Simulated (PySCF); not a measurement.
Compound: H8OSi3.
Cartesian coordinates in Å at the PBE0-D3(BJ)/def2-SVP level; atoms count from 1:
```
atom  x, y, z in Å
Si1    2.4706    0.4049    0.1051
O2     0.8275    0.1919    0.1033
Si3   -0.4510   -0.8710    0.1055
Si4   -2.4073    0.3753   -0.2141
H5     2.9506    0.6514   -1.2868
H6     3.1556   -0.8073    0.6511
H7     2.8015    1.5837    0.9551
H8    -0.2886   -1.8851   -0.9851
H9    -0.5029   -1.6095    1.4070
H10   -3.5949   -0.5358   -0.2291
H11   -2.3467    1.1086   -1.5158
H12   -2.5749    1.3647    0.8946
```

The calculation used PBE0-D3(BJ)/def2-SVP geometry optimisation, gas phase in PySCF.

Take the most abundant isotopes and a rigid rotor. The values belong to one conformer with, in the numbering `[SiH3:1][O:2][SiH2:3][SiH3:4]`, Si1–O2–Si3–Si4 -172°.

**Question.** What are A, B and C (cm⁻¹)?

**Answer.** Ia = 52.47, Ib = 413.11, Ic = 447.62 u·Å²; 505379 MHz·u·Å²/I gives 9632, 1223 and 1129 MHz, that is A = 0.32130, B = 0.04081, C = 0.03766 cm⁻¹.

**Question.** What kind of rotor is it?

**Answer.** A near-prolate asymmetric top; Ray's κ = -0.978.

**Question.** Is it planar, by Δ = Ic − Ia − Ib?

**Answer.** Not planar: Δ = Ic − Ia − Ib = -17.96 u·Å². For a rigid frame Δ = −2 Σ m c², so Σ m c² = 8.98 u·Å² lies off the ab plane: 8.91 from hydrogen and 0.07 from heavier atoms. The atom farthest from that plane is 1.39 Å away.

**Question.** Give the other two planar moments, Paa and Pbb, and the rms extents of the mass along the axes.

**Answer.** Paa = Σ m a² = (Ib + Ic − Ia)/2 = 404.13 and Pbb = Σ m b² = (Ia + Ic − Ib)/2 = 43.49 u·Å². With the mass M = 107.99 u, the rms extents √(P/M) along a, b and c are 1.93, 0.63, 0.29 Å.

**Question.** List the rotational levels J(Ka,Kc) to J = 5 (cm⁻¹).

**Answer.** Above 0(0,0):
J = 1: 1(0,1) 0.0785, 1(1,1) 0.3590, 1(1,0) 0.3621
J = 2: 2(0,2) 0.2354, 2(1,2) 0.5127, 2(1,1) 0.5222, 2(2,1) 1.3637, 2(2,0) 1.3637
J = 3: 3(0,3) 0.4707, 3(1,3) 0.7434, 3(1,2) 0.7623, 3(2,2) 1.5991, 3(2,1) 1.5992, 3(3,1) 3.0094, 3(3,0) 3.0094
J = 4: 4(0,4) 0.7843, 4(1,4) 1.0509, 4(1,3) 1.0824, 4(2,3) 1.9129, 4(2,2) 1.9133, 4(3,2) 3.3233, 4(3,1) 3.3233, 4(4,1) 5.2977, 4(4,0) 5.2977
J = 5: 5(0,5) 1.1761, 5(1,5) 1.4353, 5(1,4) 1.4825, 5(2,4) 2.3052, 5(2,3) 2.3061, 5(3,3) 3.7158, 5(3,2) 3.7158, 5(4,2) 5.6901, 5(4,1) 5.6901, 5(5,1) 8.2287, 5(5,0) 8.2287

**Question.** Which types of transition are allowed, and where do some lines up to J = 5 fall?

**Answer.** The dipole components are |μa| = 0.26 D, |μb| = 0.37 D, |μc| = 0.06 D. The squared components, which scale the intensities, stand as 0.49 : 1.00 : 0.03 (a : b : c). Some lines, for components of 0.1 D or more:

| type | branch | J(Ka,Kc) | MHz | lower level (cm⁻¹) |
| --- | --- | --- | --- | --- |
| a | Q | 5(1,4) ← 5(1,5) | 1414 | 1.435 |
| b | R | 5(0,5) ← 4(1,4) | 3752 | 1.051 |
| a | R | 2(1,1) ← 1(1,0) | 4799 | 0.362 |
| a | R | 3(1,3) ← 2(1,2) | 6915 | 0.513 |
| a | R | 3(1,2) ← 2(1,1) | 7198 | 0.522 |
| b | Q | 1(1,0) ← 1(0,1) | 8503 | 0.078 |
| a | R | 4(1,4) ← 3(1,3) | 9219 | 0.743 |
| a | R | 4(1,3) ← 3(1,2) | 9597 | 0.762 |
| a | R | 5(0,5) ← 4(0,4) | 11746 | 0.784 |
| a | R | 5(4,2) ← 4(4,1) | 11764 | 5.298 |
| a | R | 5(3,2) ← 4(3,1) | 11765 | 3.323 |
| a | R | 5(1,4) ← 4(1,3) | 11994 | 1.082 |
| b | R | 3(1,3) ← 2(0,2) | 15231 | 0.235 |
| b | R | 4(1,4) ← 3(0,3) | 17396 | 0.471 |
| b | Q | 5(2,3) ← 5(1,4) | 24692 | 1.482 |
| b | Q | 4(2,3) ← 4(1,4) | 25841 | 1.051 |
| b | Q | 5(2,4) ← 5(1,5) | 26079 | 1.435 |
| b | Q | 4(3,1) ← 4(2,2) | 42271 | 1.913 |
| b | Q | 3(3,0) ← 3(2,1) | 42277 | 1.599 |
| b | Q | 5(3,3) ← 5(2,4) | 42288 | 2.305 |
| b | R | 3(3,1) ← 2(2,0) | 49337 | 1.364 |
| b | R | 4(3,2) ← 3(2,1) | 51688 | 1.599 |
| b | R | 5(3,2) ← 4(2,3) | 54048 | 1.913 |
| b | Q | 4(4,0) ← 4(3,1) | 59191 | 3.323 |
| b | Q | 4(4,1) ← 4(3,2) | 59191 | 3.323 |
| b | R | 5(4,2) ← 4(3,1) | 70955 | 3.323 |
| b | R | 5(4,1) ← 4(3,2) | 70955 | 3.323 |
| b | Q | 5(5,1) ← 5(4,2) | 76103 | 5.690 |

Stationary, but not proved a minimum. No vibrational averaging or centrifugal distortion is included, and the geometry carries the error of its method. A rigid rotor knows nothing of internal rotation, which can split or shift real lines.

Time: 55 s wall; peak memory 0.45 GiB. Hardware: Arm Neoverse V1, one thread, shared host with 32 logical CPUs at a one-minute load of 20. That covers the optimisation of the geometry.
